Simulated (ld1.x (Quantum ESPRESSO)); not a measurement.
**hydrogen: one change to a TM potential, before and after**

```json
{
 "Element": "H (Z = 1)",
 "Generator": "ld1.x (Quantum ESPRESSO) 7.5",
 "Type": "norm-conserving Troullier–Martins (Kleinman–Bylander form)",
 "Functional": "BLYP",
 "Relativity": "scalar-relativistic",
 "Frozen core": "none",
 "Valence charge": "1",
 "Reference configuration": "1s1",
 "Partial waves": "1s (bound): rc 0.85 bohr; 2p channel at 0.4 Ry: rc 0.80 bohr",
 "Local potential": "the p channel",
 "Core correction": "none"
}
```

Change: wave 1s (bound): rc 0.85 bohr becomes 1s (bound): rc 0.66 bohr.

Cutoffs: the cutoffs (Ry, on a coarse ladder) from which the occupation-weighted sum of valence levels, in a spherical-Bessel basis at the reference potential, stays within 10 and 1 mRy of its value at 400 Ry; they do not see the model core or the augmentation charge, which bear on the density cutoff. Errors are all-electron minus pseudo energies relative to the spin-unpolarised reference configuration.

Task: What does the change do?

Result: The potential gets harder (30 Ry and 60 Ry → 35 Ry and 90 Ry); neither file shows a bound ghost. A smaller radius makes the pseudo-wave follow the all-electron one further in, where it bends more sharply, so more plane waves are needed.

| quantity | base | changed |
| --- | --- | --- |
| cutoff, loose | 30 Ry | 35 Ry |
| cutoff, tight | 60 Ry | 90 Ry |
| bound ghosts | none | none |
| error for 1s0.5, meV [ΔE 4.78 eV] | -9.3 | -9.6 |
